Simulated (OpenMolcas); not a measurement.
# Lines of Se III: computed and rescaled rates

| Property | Result |
| --- | --- |
| Program | OpenMolcas |
| Method | MS-RASPT2, IPEA 0.25 Eh, imaginary shift 0.1 Eh (closed shells correlated: 3d 4s) |
| Basis | ANO-RCC [9s8p6d4f2g] |
| Scalar Hamiltonian | DKH2, point nucleus |
| Active space | 2 electrons in 9 orbitals (RAS2 4p; RAS3 4d 5s, at most 1 electron) |
| State averaging | 2S+1 = 3 even, 3 roots; 2S+1 = 1 even, 6 roots; 2S+1 = 3 odd, 18 roots; 2S+1 = 1 odd, 18 roots |
| Spin-orbit coupling | state interaction with AMFI integrals over the reference wave functions, term energies averaged over their components |

Rates come from the transition moments of the reference wave functions (E1 and E2 in the length form). At fixed line strength A goes as λ^-3 for E1 and M1 and as λ^-5 for E2, so a rate at the computed wavelength can be rescaled to the measured one. Measured vacuum wavelengths follow from level energies in Moore, Atomic Energy Levels, vol. II, NSRDS-NBS 35 (1971 reprint of NBS Circular 467, 1952). Branching counts decays inside the model space alone, at computed energies, and the table is only a selection of the M1 lines, drawn from those between levels with measured partners whose computed energy lies within a factor of 1.5 of the measured one.

| Upper | Lower | Type | λ computed (nm) | λ measured (nm) | A computed (s-1) | A rescaled (s-1) | Branching % |
| --- | --- | --- | --- | --- | --- | --- | --- |
| 4s2 4p2 1D2 | 4s2 4p2 3P2 | M1 | 1085 | 1100 | 1.00e+00 |  | 61.2 |
| 4s2 4p2 1D2 | 4s2 4p2 3P1 | M1 | 889.7 | 885.7 | 6.25e-01 |  | 38.2 |
| 4s2 4p2 3P2 | 4s2 4p2 3P1 | M1 | 4943 | 4554 | 1.09e-01 | 1.39e-01 | 99.9 |
| 4s2 4p2 3P1 | 4s2 4p2 3P0 | M1 | 6662 | 5744 | 6.04e-02 | 9.42e-02 | 100.0 |

Spin-changing lines and M1 lines between different terms are not rescaled, since their strength hangs on the term gaps too.

The largest correction is for 4s2 4p2 3P1 → 4s2 4p2 3P0 (M1): 6.04e-02 × (6662 / 5744)^3 = 9.42e-02 s-1, a factor of 1.56.

No measured rate stands beside these. Rescaling mends the energy factor alone: line strengths can still be far off where a level mixes with configurations outside the active space, and weak or spin-changing lines hang on small mixing coefficients that depend on the term gaps too, so rescaling need not improve them.

Term energies are means over components that CASPT2 splits; among the terms shown or strongly mixed into the levels shown the widest spread is 100 cm-1 (4s2 4p2 1D). Over all roots computed the reference weight is 0.89 to 0.96; the roots of lowest weight are the least certain, and an intruder state may touch them. With the s shell closed, the reference lacks s² → p² mixing. Computed and measured levels are paired by configuration, term and J; levels that our copy of the source lacks, or whose pairing is in doubt (as where it misses far off the trend of its configuration), stay unpaired. Only configurations of the active space appear.
